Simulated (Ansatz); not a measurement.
`Cl[SiH2][NH][GeH3]`. Total charge 0; spin multiplicity 1.

Z-matrix (Å, degrees):
```
Si
N 1 1.700
Cl 1 2.071 2 113.9
H 1 1.480 2 109.8 3 118.4
H 1 1.479 2 108.8 3 -117.5
Ge 2 1.848 1 126.1 3 77.6
H 2 1.010 1 116.5 3 -82.3
H 6 1.537 2 108.4 1 140.5
H 6 1.533 2 105.9 1 21.0
H 6 1.539 2 110.9 1 -99.2
```

Question: List the harmonic frequencies (cm⁻¹, unscaled) at PBE0-D4/def2-TZVP in Ansatz. (An estimate is asked.)

Answer: The calculation gave: 40, 66, 162, 252, 375, 500, 544, 572, 632, 702, 799, 839, 867, 887, 897, 929, 968, 1192, 2149, 2159, 2183, 2251, 2263, 3611.

Question: Is this a minimum?

Answer: Yes, all 24 modes are real.

Question: Give the ideal-gas thermochemistry at 298.15 K and 1 bar (rigid rotor, harmonic oscillator; point group C1, symmetry number 1).

Answer: Zero-point energy 154.5 kJ/mol; H(298) − E = 176.0 kJ/mol; entropy 367.5 J/(mol·K), of which translation 171.9, rotation 118.8, vibration 76.9; G(298) − E = 66.4 kJ/mol. Modes under 100 cm⁻¹ are hindered rotations or soft bends, so the harmonic entropy is rough.

Question: Rotational constants (cm⁻¹)?

Answer: 0.2175, 0.03328, 0.03033.
